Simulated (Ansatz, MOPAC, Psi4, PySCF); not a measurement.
Noncovalent pair: CH4 (SMILES C) (first 5 atoms) with C3H4 (SMILES C=C=C); geometry from B3LYP-D3(BJ)/def2-TZVP, rigid monomers moved along the line of their centres of mass till H5···C7 is 4.14 Å.
(charge 0, multiplicity 1):
```xyz
12

C     -0.20441    -0.04430    -0.29072
H      0.37230    -0.09913    -1.21308
H     -0.75804     0.89371    -0.26659
H     -0.90208    -0.88017    -0.25156
H      0.46781    -0.09128     0.56444
C      1.54431    -0.02189     4.83657
C      0.25427     0.05535     4.69329
C     -1.03463     0.13251     4.54397
H      2.04278    -0.97856     4.94282
H      2.16285     0.86808     4.85524
H     -1.48601     0.11553     3.55885
H     -1.69661     0.21628     5.39808
```

| level | interaction energy (kJ/mol) |
|---|---|
| AM1 | 0.1 |
| HF/STO-3G (no counterpoise) | -0.1 |
| HF/3-21G (no counterpoise) | -0.5 |
| HF/6-31G* (no counterpoise) | -0.5 |
| PBE-D3(BJ)/def2-TZVPPD | -1.9 |
| PBE-D4/def2-TZVPPD | -1.8 |
| BP86/6-31G* (no counterpoise) | 0.1 |
| B3LYP/3-21G (no counterpoise) | -0.4 |
| B3LYP/6-31G* | 0.1 |
| B3LYP/6-31G* (no counterpoise) | -0.3 |
| B3LYP/6-311+G** (no counterpoise) | 0.1 |
| B3LYP-D3(BJ)/def2-TZVPPD | -1.2 |
| B3LYP-D4/def2-TZVPPD | -1.2 |
| PBE0-D3(BJ)/def2-TZVPPD | -1.8 |
| wB97M-V/def2-TZVPPD | -1.4 |
| MP2/6-31G* | -0.7 |
| MP2/6-31G* (no counterpoise) | -1.1 |
| MP2/aug-cc-pVDZ | -1.4 |
| CCSD(T)/aug-cc-pVDZ | -1.3 |
| SAPT0/jun-cc-pV(D+d)Z | -1.0 |

The rows run from -1.9 (PBE-D3(BJ)/def2-TZVPPD) to 0.1 kJ/mol (BP86/6-31G* (no counterpoise)).

Counterpoise-corrected where a basis set is named; no monomer relaxation. Rows marked so take none.

Correlated levels freeze the cores. Rows in 3-21G, 6-311+G**, 6-31G*, STO-3G carry no dispersion term and start afresh at each structure (6-31G* with six Cartesian d functions). MP2/6-31G* freezes PySCF's default core. The state that AM1 reach isn't checked.

Codes used: Ansatz (Gaussian basis) for Hartree–Fock, density functionals and correlated methods; MOPAC for AM1 (differences of heats of formation); Psi4 for SAPT; PySCF for 3-21G rows, 6-311+G** rows, 6-31G* rows, STO-3G rows, the dispersion terms. Each number belongs to the level named beside it.

Ansatz is a program for electronic structure.
